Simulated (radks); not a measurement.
Trend from N+ to Bi+: ionisation energy by Delta-SCF between NIST ground configurations, and size. Calculated with a radial shooting solver on a logarithmic mesh with Libxc functionals: Dirac Kohn-Sham, BLYP, spin-unpolarised, spherical densities, finite nucleus; open shells are shared between the two j in proportion to 2j + 1; Fermi nuclear charge, rms radius of each element as measured or else 0.836 A^(1/3) + 0.57 fm.

| species | configuration | IE (eV) | NIST (eV) | kind |
|---|---|---|---|---|
| N+ | [He] 2s2 2p2 | 28.873 | 29.601 | semi-emp. |
| P+ | [Ne] 3s2 3p2 | 19.012 | 19.769 | semi-emp. |
| As+ | [Ar] 3d10 4s2 4p2 | 17.860 | 18.589 | exp. |
| Sb+ | [Kr] 4d10 5s2 5p2 | 15.934 | 16.63 | exp. |
| Bi+ | [Hg] 6p2 | 15.403 | 16.703 | exp. |

Reference values: NIST Atomic Spectra Database (exp. = measured, semi-emp. = semi-empirical, theory = theoretical value adopted there). Spin polarisation and multiplet splitting are left out, so open shells lie too high by an amount that depends on their filling. Sharing an open shell by 2j + 1 raises it above the true ground level by a part of the spin-orbit splitting, which enters the differences from NIST.

Beside tabulated values, note that spin-unpolarised runs miss the spin-polarisation part of the exchange energy of open shells.
